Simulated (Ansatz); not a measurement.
Ansatz (a first-principles code) input (PBE0/def2-TZVP):

Ansatz 0.2 input:
```yaml
crystal:
  periodic: [false, false, false]
  atoms:
    - {symbol: Cl, position_ang: [-1.70065562, -0.32158786, 0.05694345]}
    - {symbol: Si, position_ang: [0.00102501, 0.63883195, -0.00618000]}
    - {symbol: Cl, position_ang: [1.69961322, -0.32808452, -0.05065858]}
    - {symbol: H, position_ang: [0.00337071, 2.10078307, -0.02032277]}
basis:
  gaussian:
    orbitals: def2-TZVP
hamiltonian:
  xc: {name: PBE0}
total_charge: 1
```

Output:

```
Functional definition: PBE0
integrals: 0.04 GiB planned
848 factors; their error is unknown
mean field: 0.39 GiB planned
mean field evaluation 1: about -32920.2890 eV, gradient 2.9e1 eV
mean field evaluation 2: about -32920.3932 eV, gradient 2.9e1 eV
mean field evaluation 4: about -32922.1062 eV, gradient 1.1e0 eV
mean field evaluation 8: about -32922.2162 eV, gradient 1.3e-1 eV
mean field evaluation 16: about -32922.2162 eV, gradient 7.0e-6 eV
mean field -32922.21623893 eV, -1209.8691313010 hartree, gradient 7.0e-6 eV, S^2 0.000000; 0 other end points of the search recorded, 0 dependent functions left out
reference -32922.21626277 eV, -1209.8691321771 hartree; 24, 24 occupied and 93, 93 virtual orbitals, 848 factors
Total energy: -32922.21626277 eV, -1209.8691321771 hartree
```
